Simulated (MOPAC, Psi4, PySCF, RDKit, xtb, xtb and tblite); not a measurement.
Two geometries of SMILES CSC[SiH2]B(O)O (C₂H₉BO₂SSi), relaxed at GFN2-xTB with one dihedral held; other torsions can differ between them too.

Structure A

```
16

C      2.0178     4.1338    -1.4204
S      3.5556     3.3162    -0.9080
C      3.0747     2.7693     0.7650
Si     1.6722     1.4414     0.7990
B      1.7126     0.2994    -0.8195
O      2.4624     0.5027    -1.9304
O      0.8942    -0.7778    -0.8157
H      1.2131     3.4062    -1.4797
H      2.2024     4.5734    -2.3953
H      1.7750     4.9107    -0.7010
H      3.9953     2.3612     1.1783
H      2.8317     3.6647     1.3335
H      1.8624     0.7784     2.0976
H      0.4311     2.2287     0.9591
H      3.0431     1.2724    -1.9304
H      0.9299    -1.3107    -1.6141
```

Structure B

```
16

C      3.9243     0.8338     4.6743
S      3.9596    -0.7121     3.7309
C      2.2005    -0.8568     3.2576
Si     1.7384     0.3592     1.8360
B      2.8687    -0.0789     0.2734
O      4.1189    -0.6061     0.3401
O      2.3679     0.1610    -0.9586
H      3.6336     1.6561     4.0287
H      4.9284     0.9891     5.0555
H      3.2240     0.7298     5.4986
H      2.0879    -1.8927     2.9424
H      1.6169    -0.7223     4.1659
H      0.2820     0.2072     1.7005
H      1.9090     1.7142     2.4010
H      4.4766    -0.7816     1.2136
H      2.9562    -0.0731    -1.6810
```

Q: Which is lower in energy at the level Psi4 with PBE0-D3(BJ)/def2-SVP // GFN2-xTB, and by how much?

A: A is lower, by 4.80 kJ/mol (dihedral S2–C3–Si4–B5: 30° in A, 60° in B).

E(B) − E(A) in kJ/mol at the other levels, on the same two geometries: GFN2-xTB (xtb and tblite) 1.91; PBE0/def2-SVP // GFN2-xTB (Psi4) 3.66; PBE/def2-SVP // GFN2-xTB (Psi4) 4.29; PBE-D3(BJ)/def2-SVP // GFN2-xTB (Psi4) 5.54; UFF // GFN2-xTB (RDKit) -27.78; AM1, restricted, heats of formation // GFN2-xTB (MOPAC) -2.27; PM6, restricted, heats of formation // GFN2-xTB (MOPAC) -0.59; GFN1-xTB // GFN2-xTB (xtb) 2.71; restricted B3LYP/6-31G*, spherical d, density fitting // GFN2-xTB (PySCF) 1.42; restricted LDA (SVWN5)/6-31G*, spherical d, density fitting // GFN2-xTB (PySCF) 6.83; restricted BP86/6-31G*, spherical d, density fitting // GFN2-xTB (PySCF) 2.77; restricted B3LYP/6-311+G**, spherical d, density fitting // GFN2-xTB (PySCF) 0.28.
